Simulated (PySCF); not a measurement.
Precursor series Zr NH2-Br. All species are isolated molecules in the gas phase. One relaxed conformer stands for each flexible species; it need not be the lowest.

Method: B3LYP-D3(BJ)/def2-TZVP // r2SCAN-D4/def2-SVP (PySCF). B3LYP has the VWN-RPA correlation part, as in Gaussian. 

```
species                                      mean distance from the central atom to its bonded neighbours (Å)  LUMO (eV)
-------------------------------------------  ----------------------------------------------------------------  ---------
0 of 4 NH2 replaced by Br ([Zr(NH2)4])                                                                  2.055      -0.31
2 of 4 NH2 replaced by Br ([Zr(NH2)2(Br)2])                                                             2.269      -1.84
4 of 4 NH2 replaced by Br ([Zr(Br)4])                                                                   2.477      -3.08
```
